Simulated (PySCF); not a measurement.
# Trend along group 14: MTl molecules

PBE with double-zeta basis sets in PySCF, for the lowest determinant that a PBE0 search found; no spin–orbit coupling. De refers to high-spin ground-configuration atoms. A positive dipole means M(−)Tl(+).

```tsv
M	basis	state (unpaired electrons)	Re (Å)	ωe (cm⁻¹)	De (eV)	μ (D)
C	def2-SVP	quartet (σ ↑, π ↑↑)	2.313	406	2.99	2.92
Si	def2-SVP	quartet (σ ↑, π ↑↑)	2.707	224	2.37	2.23
Ge	def2-SVP	quartet (σ ↑, π ↑↑)	2.760	149	2.28	2.04
Sn	def2-SVP	quartet (σ ↑, π ↑↑)	2.945	118	2.08	1.82
Pb	def2-SVP	quartet (σ ↑, π ↑↑)	3.009	98.7	1.98	1.44
```

The shortest bond is that of TlC (2.313 Å), the longest that of TlPb (3.009 Å).

Down a group the atoms grow and get heavier, so bonds lengthen and wavenumbers fall; this series shows no clear exception.

These are scalar-relativistic numbers at best; spin–orbit coupling would shift them, the dissociation energy most. States were picked by a PBE0 search and need not be the measured ground states.
